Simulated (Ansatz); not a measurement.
Isolated molecules relaxed with PBE0-D4/def2-TZVP in Ansatz; ΔE leaves out vibrations. CBS: MP2 limit from def2 TZ/QZ plus the TZ coupled-cluster correction, frozen cores. This one scheme is used for every species. Functionals use def2-TZVPP. def2 core potentials past Kr. For In outer-core shells are correlated without core-valence functions, which leaves a few kJ/mol of doubt a bond. Each species was taken in one conformer, which may not be the lowest.

`[CH3][In]([OH])[Cl]` + HCl → `[CH3][In]([Cl])[Cl]` + H₂O  (ligand exchange at the In–O bond)

```json
{"species": "`[CH3][In]([OH])[Cl]`", "r2SCANh energy (Eh)": "-766.16639"}
{"species": "HCl", "r2SCANh energy (Eh)": "-460.78455"}
{"species": "`[CH3][In]([Cl])[Cl]`", "r2SCANh energy (Eh)": "-1150.56896"}
{"species": "H₂O", "r2SCANh energy (Eh)": "-76.41862"}
```

**Question.** Work out ΔE.

**Answer.** ΔE = (-1150.56896) + (-76.41862) − (-766.16639) − (-460.78455) = -0.03664 Eh = -96.2 kJ/mol. CCSD(T)/CBS gives -92.2 kJ/mol.

Largest T1 diagnostic among the species: 0.014.

In def2-TZVPP, CCSD(T) changes the Hartree–Fock value by +20.3 kJ/mol (the triples alone add +2.5 kJ/mol) and MP2 by +18.3 kJ/mol. From BLYP to BHLYP (50 % exact exchange), in def2-TZVPP and without D4, ΔE moves by −16.3 kJ/mol. Leaving LDA and LC-ωPBE aside and taking each functional with its dispersion term where it has one, the values, not all of them listed here, spread over 17.3 kJ/mol, from BHLYP-D4 to BLYP-D4.
